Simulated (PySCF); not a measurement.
Vertical excitations of a molecule CH₇NSi₂ from TDDFT-PBE0/def2-SVPD (PySCF 2.14.0), as energy in eV (oscillator strength): 5.18 (0.002), 5.57 (0.000), 6.11 (0.006), 6.26 (0.106), 6.28 (0.007), 6.61 (0.186), 6.89 (0.026), 7.00 (0.003), 7.10 (0.011), 7.26 (0.027). Lowest triplet (TDA): 4.91 eV. The structure is a stationary point at B3LYP-D3(BJ)/def2-SVP. Other conformers were not sampled.

Task: Which structure fits?
A. C1[SiH2]N[SiH2]1
B. [SiH3]/C=N\[SiH3]
C. C1N[SiH2][SiH2]1

Result: C, C1N[SiH2][SiH2]1
